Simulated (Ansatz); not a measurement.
Reading a saddle point

A first-order saddle point of BH₄ClF₂, singlet, PBE0-D4/def2-TZVP, with one imaginary mode of 755i cm⁻¹:

```
8
angstrom
B -0.3390 -0.9857 0.0646
Cl 1.5228 -0.4315 -0.3362
H -0.6155 -1.8383 -0.7183
H -0.3786 -1.1790 1.2413
H -0.5011 1.2190 -0.0483
F -1.1359 0.2514 -0.2539
H 1.0866 1.0587 -0.0500
F 0.3607 1.9054 0.1009
```

Ansatz 0.2.0; basis: def2-TZVPP and def2-QZVPP; cores frozen in the correlated methods. Extrapolation: Hartree–Fock as exp(−7.88 √X), correlation as X^−2.97.

Problem. Which contacts change along the imaginary mode, and what lies on either side? (A judgement: the text doesn't fix the answer.)

Solution. The calculation gives: The step is BH₂Cl ([BH2][Cl]) + HF + HF → BH₂F ([BH2][F]) + HCl + HF, with the molecules in contact on both sides. Shortening one way: B1–F6, Cl2–H7, H5–F8; lengthening the same way: B1–Cl2, H5–F6, H7–F8.
```
  pair  one side (Å)  saddle (Å)  other side (Å)
 B1–F6          1.67        1.51            1.35
Cl2–H7          1.94        1.58            1.30
 H5–F8          1.42        1.11            0.93
B1–Cl2          1.86        1.98            2.63
 H5–F6          0.99        1.18            1.75
 H7–F8          0.97        1.13            1.88
```

Problem. Which side is lower, and how far does the saddle lie above each? (An estimate is asked for; the value comes from the calculation.)

Solution. By the calculation: The side with B1–F6, Cl2–H7, H5–F8 short is lower by 0.345 eV; the saddle lies 0.573 eV above it and 0.228 eV above the other (CCSD(T) at an estimated basis limit (MP2 extrapolated from triple and quadruple zeta, plus CCSD(T) − MP2 in triple zeta); electronic energies).

The T1 diagnostic stays at or below 0.011.

Labels in which every atom is bracketed show which atoms are joined, not bond orders.

For scale, one of the runs: CCSD(T)/def2-TZVPP, 191 basis functions, launched by `ansatz run in.yaml --threads 4 --pin off --events-out ev --progress --plain --max-ram 9574MiB`. Time: 49 s of wall clock on 4 CPU threads of an Intel Xeon; the host was shared. Peak host memory: 2.2 GiB.
